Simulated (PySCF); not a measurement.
## Spinor energies of Rb (rubidium, neutral)

Start: [Kr] 4d1; 4d5/2 filled at m_j = +5/2. Calculated with PySCF 2.14 in x2c-TZVPall-2c with one added diffuse shell each of s, p, d type (9s10p8d1f, 86 functions): generalised Hartree-Fock with the X2C-1e Hamiltonian and a Gaussian nucleus; one run each with spin-orbit coupling (SO) switched off, then screened by Boettger's factors. This is a chosen level, not necessarily the ground level.

```tsv
spinor shell	electrons	ε, spin-free (eV)	ε, screened SO (eV)	weight of nominal j (screened SO)	rms radius, screened SO (bohr)
1s1/2	2	-15288.9	-15288.3	1.000	0.0464
2s1/2	2	-2109.9	-2109.7	1.000	0.192
2p1/2	2	-1865.1	-1906.9	1.000	0.169
3s1/2	2	-343.53	-343.49	1.000	0.543
3p1/2	2	-262.51	-269.11	1.000	0.550
3p3/2	4	-262.51	-259.36	1.000	0.561
3d3/2	4	-128.19	-129.16	1.000	0.575
3d5/2	6	-128.19	-127.52	1.000	0.579
4s1/2	2	-44.431	-44.423	1.000	1.57
4p1/2	2	-23.839	-24.502	0.999	1.83
4p3/2	4	-23.839	-23.519	1.000	1.86
4d5/2	1	-1.620	-1.621	1.000	9.94
```

Where does 2p3/2 lie, and what is the 2p spin-orbit splitting (screened SO)?

At -1845.1 eV, 61.811 eV above 2p1/2.

| quantity | spin-free | screened SO |
| --- | --- | --- |
| E (hartree) | -2978.92947 | -2979.13841 |
| M_J | 5/2 | 5/2 |
| ⟨J²⟩ | 8.750 | 8.750 |
| ⟨L²⟩ | 6.000 | 6.006 |
| ⟨S²⟩ | 0.750 | 0.756 |

Breit and QED terms are absent; they matter most for the inner s and p1/2 levels.

Densities and radii are taken from the X2C orbitals without a picture-change correction, which distorts them close to the nucleus.

Without spin-orbit coupling the j labels of p, d and f shells carry no meaning; the spin-free column gives the mean over the occupied spinors of each nl shell.
